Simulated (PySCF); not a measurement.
InS⁺: from constants to spectrum

UHF-CCSD(T) constants of InS⁺, ³Σ⁻ (triplet), unpaired electrons π ↑↑ (basis In def2-SVPD with ECP28, S def2-SVPD; scalar-relativistic core potentials; PySCF 2.14; masses 114.9039 and 31.9721 u):

- ωe: 112.9 cm⁻¹
- ωexe: 1.06 cm⁻¹
- Be: 0.064908 cm⁻¹
- αe: 0.000692 cm⁻¹
- D (centrifugal): 8.58e-08 cm⁻¹
- De to In⁺ + S: 0.452 eV

Task: Give the vibrational terms G(v) and spacings up to v = 6.

Result: G(v) = ωe(v+½) − ωexe(v+½)².

| v | G(v) (cm⁻¹) | G(v) − G(v−1) | Bv (cm⁻¹) |
| --- | --- | --- | --- |
| 0 | 56.2 |  | 0.06456 |
| 1 | 167.0 | 110.8 | 0.06387 |
| 2 | 275.6 | 108.7 | 0.06318 |
| 3 | 382.2 | 106.5 | 0.06249 |
| 4 | 486.6 | 104.4 | 0.06179 |
| 5 | 588.9 | 102.3 | 0.06110 |
| 6 | 689.1 | 100.2 | 0.06041 |

Task: How well does the Morse estimate ωe²/(4ωexe) reproduce De, and what is D0?

Result: It gives 0.373 eV, 82 % of the computed De. D0 = De − G(0) = 0.452 − 0.007 = 0.445 eV.

Correlated steps freeze 9 core orbitals. Correlated levels converge slowly with the basis: in double zeta they bind strong bonds too weakly, by up to about 1 eV, and carry superposition errors of some tenths. These are scalar-relativistic numbers at best; spin–orbit coupling would shift them, the dissociation energy most. For an ion De counts to the pair picked by the measured ionisation energies or electron affinities, which need not be the lowest pair at this level. The state is the lowest determinant that a PBE0 search found; another state may lie lower at other levels.
